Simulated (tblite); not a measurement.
Species: C5H7ClGaN.
Bonds: C1–C2, C2–C3 (triple), C3–C4, C4–C5, C5–N6 (triple), N6–Ga7, Ga7–Cl8. Hydrogens: H9, H10, H11 on C1; H12, H13 on C4; H14, H15 on Ga7.
Bond orders are those of one Lewis drawing.

Computed with GFN2-xTB (tblite), gas phase: L-BFGS steps from a force-field or distance-geometry start until the largest atomic force falls under 0.01 eV/Å.

Step 56: E = -623.8743 eV
```
atom  x, y, z in Å  |  force x, y, z in eV/Å
C1     -2.6864   -1.2579    0.9442    0.003  -0.015  -0.009
C2     -1.9302   -0.2170    0.2923   -0.068  -0.035   0.031
C3     -1.3549    0.6742   -0.2656    0.086  -0.001  -0.008
C4     -0.5161    1.6746   -0.9203   -0.010  -0.001  -0.017
C5      0.8349    1.2218   -0.7937    0.025  -0.007   0.022
N6      1.8984    0.8097   -0.6645    0.008   0.018  -0.011
Ga7     3.3984   -0.4915   -0.0605    0.014   0.034  -0.026
Cl8     2.2586   -1.9612    0.8795   -0.011   0.000   0.004
H9     -3.2483   -0.8512    1.7849    0.024   0.004  -0.032
H10    -2.0008   -2.0221    1.3101    0.008   0.034   0.001
H11    -3.3773   -1.7167    0.2375   -0.004   0.022   0.007
H12    -0.6214    2.6553   -0.4441   -0.031  -0.012   0.012
H13    -0.7673    1.7614   -1.9829   -0.048   0.008  -0.003
H14     4.1592    0.5210    0.8246    0.004  -0.015   0.032
H15     3.9487   -0.7924   -1.4727    0.001  -0.032  -0.003
```

Step 57: E = -623.8774 eV
```
atom  x, y, z in Å  |  force x, y, z in eV/Å
C1     -2.5998   -1.2770    0.9472    0.029  -0.023  -0.018
C2     -1.8741   -0.2189    0.2856   -0.141  -0.088   0.080
C3     -1.3415    0.6959   -0.2763    0.150   0.030  -0.032
C4     -0.5253    1.7119   -0.9384   -0.002  -0.018  -0.016
C5      0.8325    1.2730   -0.8225    0.033  -0.039   0.052
N6      1.8959    0.8584   -0.6947   -0.027   0.030  -0.014
Ga7     3.3149   -0.5204   -0.0380   -0.036   0.000   0.014
Cl8     2.0621   -1.9251    0.8787    0.051   0.072  -0.046
H9     -3.1627   -0.8847    1.7949    0.059   0.003  -0.040
H10    -1.8910   -2.0275    1.3013   -0.019   0.075  -0.001
H11    -3.2906   -1.7524    0.2512    0.008   0.031  -0.008
H12    -0.6422    2.6910   -0.4599   -0.024  -0.037  -0.011
H13    -0.7864    1.7907   -1.9994   -0.049   0.027   0.010
H14     4.1062    0.4522    0.8681   -0.016  -0.024   0.030
H15     3.8977   -0.8590   -1.4290   -0.014  -0.040  -0.001
```

Step 58: E = -623.8795 eV
```
atom  x, y, z in Å  |  force x, y, z in eV/Å
C1     -2.5194   -1.2956    0.9496    0.041  -0.006  -0.030
C2     -1.8237   -0.2210    0.2792   -0.156  -0.078   0.080
C3     -1.3260    0.7131   -0.2848    0.169   0.000  -0.023
C4     -0.5313    1.7437   -0.9537    0.010  -0.033  -0.005
C5      0.8340    1.3207   -0.8485    0.031  -0.064   0.066
N6      1.9001    0.9088   -0.7275   -0.076   0.035  -0.004
Ga7     3.2325   -0.5431   -0.0191   -0.067  -0.023   0.045
Cl8     1.8835   -1.8835    0.8733    0.096   0.116  -0.080
H9     -3.0828   -0.9166    1.8029    0.085   0.015  -0.024
H10    -1.7892   -2.0311    1.2933   -0.033   0.097  -0.002
H11    -3.2116   -1.7868    0.2663    0.026   0.035  -0.041
H12    -0.6602    2.7215   -0.4745   -0.015  -0.061  -0.020
H13    -0.8016    1.8169   -2.0131   -0.049   0.030   0.020
H14     4.0492    0.3859    0.9136   -0.035  -0.028   0.013
H15     3.8421   -0.9250   -1.3883   -0.027  -0.034   0.005
```

**Question.** Estimate the geometry and energy of step 59. (The exact step hangs on the optimiser's Hessian estimate; all steps are aligned on step 58, rigid shifts and turns removed.)

**Answer.** E = -623.8826 eV, largest force 0.453 eV/Å
```
atom  x, y, z in Å  |  force x, y, z in eV/Å
C1     -2.4982   -1.3004    0.9491    0.008   0.010  -0.019
C2     -1.8142   -0.2205    0.2767   -0.260  -0.309   0.206
C3     -1.3148    0.7109   -0.2842    0.303   0.257  -0.185
C4     -0.5287    1.7473   -0.9558    0.026  -0.028   0.006
C5      0.8411    1.3345   -0.8555    0.020  -0.068   0.055
N6      1.9109    0.9287   -0.7413   -0.141   0.061  -0.005
Ga7     3.2043   -0.5432   -0.0171    0.000   0.007   0.030
Cl8     1.8420   -1.8619    0.8657    0.012   0.042  -0.031
H9     -3.0620   -0.9261    1.8030    0.081   0.036   0.021
H10    -1.7606   -2.0278    1.2895   -0.013   0.062   0.010
H11    -3.1933   -1.7968    0.2739    0.030   0.019  -0.085
H12    -0.6646    2.7244   -0.4763   -0.003  -0.073  -0.017
H13    -0.8048    1.8211   -2.0140   -0.037   0.016   0.026
H14     4.0227    0.3653    0.9315   -0.018  -0.010   0.001
H15     3.8158   -0.9476   -1.3764   -0.008  -0.021  -0.012
```

The energy changes by -0.0032 eV. The first-order estimate −F·Δx gives -0.0052 eV and the mean of the old and new forces, exact on a quadratic surface, -0.0031 eV. The step makes an angle of 82° with the force vector and moves no atom by more than 0.047 Å.

What follows is the cost of the whole relaxation. The run took 1.0 s wall on an Arm Neoverse N1 with one thread, shared host with 64 logical CPUs at a one-minute load of 57.
